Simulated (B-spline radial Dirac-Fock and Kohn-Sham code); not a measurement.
**Atomic SCF run for Cd⁶⁺**

ΔSCF core binding energies without Breit or QED terms, calculated with a radial atomic solver. Keys: rel is the Hamiltonian (dirac, or spin-free x2c and nr, where L3 and M5 stand for the whole 2p and 3d shells), method is hf or an exchange,correlation pair (spin-unpolarised, also for the hole states), nuc the nuclear model, radius_factor scales its radius, rmax is the box in bohr, h the logarithmic mesh step, order the B-spline order, points the quadrature points per cell, c_factor scales the speed of light, and damp, ndamp, maxit and tol steer the iteration. The run stops when the commutator error falls below 10·tol·max(1, Z/10), or the numerical noise floor, and the energy has settled to about 1e-8 Ha; the virial ratio is −V/T.

Input (task.json):

```json
{"items": [{"Z": 48, "q": 6, "cfg": [[1, 0, 2], [2, 0, 2], [2, 1, 6], [3, 0, 2], [3, 1, 6], [3, 2, 10], [4, 0, 2], [4, 1, 6], [4, 2, 6]], "A": 114, "rrms": 4.6087, "do": "settings", "holes": ["K", "L3", "M5"],
  "settings": [{"rel": "dirac", "method": "hf", "nuc": "fermi", "radius_factor": 1.0, "rmax": 45.0, "h": 0.3, "order": 8, "points": 3, "c_factor": 1.0, "maxit": 82, "damp": 0.5, "ndamp": 3, "tol": 1e-08}]}]}
```

Command: `python xray2_run.py task.json out`

Ground-state iterations:

```
iter   energy (Ha)        error
   1    -5569.08413161  1.72e+00
   2    -5581.12581888  4.23e-01
   3    -5583.20279471  1.19e-01
   4    -5583.39942484  4.04e-02
   5    -5583.41815597  1.52e-02
   6    -5583.42114964  1.90e-03
   7    -5583.42118007  1.42e-04
   8    -5583.42118017  1.52e-05
   9    -5583.42118018  8.90e-07
  10    -5583.42118018  4.36e-08
```

The ground state converged in 10 iterations, with total energy -5583.42118 Ha, virial ratio 1.95344 and highest orbital energy -108.39 eV. ΔSCF binding energies: K (1s) 26907.1 eV, L3 (2p3/2) 3657.4 eV, M5 (3d5/2) 515.0 eV.

Q: One setting is unsound. Which, and why?

A: points is too small to integrate the splines. With the default settings (Dirac Hartree-Fock): The ground state converged in 10 iterations, with total energy -5583.42227 Ha, virial ratio 1.95344 and highest orbital energy -108.40 eV. ΔSCF binding energies: K (1s) 26907.1 eV, L3 (2p3/2) 3657.4 eV, M5 (3d5/2) 515.0 eV.
